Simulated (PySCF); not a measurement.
`C=C1[C@@H](COC)[C@H]1C`, C$_{7}$H$_{12}$O

Geometry:
```csv
atom,x (Å),y (Å),z (Å)
C1,-2.096,-1.821,-0.891
C2,-1.155,-1.267,-0.171
C3,0.254,-0.875,-0.050
C4,0.878,0.105,-1.029
O5,2.223,0.404,-0.728
C6,2.389,1.178,0.433
C7,-0.774,-0.489,1.013
C8,-1.282,0.923,1.189
H9,-1.883,-2.287,-1.840
H10,-3.122,-1.844,-0.561
H11,0.959,-1.653,0.230
H12,0.910,-0.348,-2.025
H13,0.286,1.029,-1.084
H14,3.459,1.352,0.535
H15,1.871,2.141,0.342
H16,2.020,0.659,1.324
H17,-0.689,-1.026,1.954
H18,-0.548,1.540,1.705
H19,-1.513,1.379,0.229
H20,-2.195,0.911,1.783
```

Method used: PySCF 2.14.0, TDDFT PBE0/def2-SVPD circular dichroism and optical rotation, one conformer, gas phase. Geometry: GFN2-xTB.

The molecule is flexible and this is one conformer; a measurement averages over conformers. States above about 7.3 eV (minus the energy of the highest occupied orbital) lie near or above the ionisation threshold and depend on the basis.

(1) What are the CIP labels of the stereocentres?

(2) Which excitations and rotatory strengths does the calculation give?

Answers

(1) C3 S, C7 R.

(2) Rotatory strengths R in 10⁻⁴⁰ esu² cm², velocity form and length form (origin at the centre of mass); f in length form.
```tsv
state	E (eV)	λ (nm)	f	R (velocity)	R (length)	main
1	6.08	204	0.012	+34.0	+34.9	HOMO→LUMO 0.66, HOMO−1→LUMO 0.17
2	6.68	186	0.014	+28.2	+28.5	HOMO−3→LUMO 0.63, HOMO−2→LUMO 0.22
3	6.73	184	0.097	-106.8	-108.7	HOMO−2→LUMO 0.39, HOMO→LUMO 0.29
4	7.05	176	0.025	+11.7	+10.7	HOMO→LUMO+1 0.82
5	7.13	174	0.135	+26.7	+25.4	HOMO−1→LUMO 0.32, HOMO−1→LUMO+1 0.26
6	7.44	167	0.171	+14.7	+17.9	HOMO−1→LUMO+1 0.29, HOMO→LUMO+2 0.24
7	7.56	164	0.010	-25.4	-24.5	HOMO→LUMO+2 0.52, HOMO−1→LUMO+1 0.23
8	7.61	163	0.005	-3.5	-3.9	HOMO→LUMO+4 0.61, HOMO→LUMO+3 0.13
9	7.68	161	0.016	+13.6	+13.6	HOMO→LUMO+3 0.75, HOMO→LUMO+4 0.12
10	7.83	158	0.007	-17.3	-12.5	HOMO−1→LUMO+2 0.66, HOMO−1→LUMO+1 0.13
11	8.02	155	0.007	+3.9	+3.8	HOMO−2→LUMO+1 0.73
12	8.04	154	0.006	-18.7	-18.9	HOMO−3→LUMO+1 0.67, HOMO−1→LUMO+3 0.13
```

Among the states computed, the strongest CD band (largest |R|) is state 3. The largest dissymmetry factor in size, g = 4R/(D+G), with D and G the electric and magnetic dipole strengths, is -0.036 for state 12 (velocity form, f = 0.006), among bands with |R| over 0.5. The mirror image has the same energies and oscillator strengths and all R with the opposite sign.
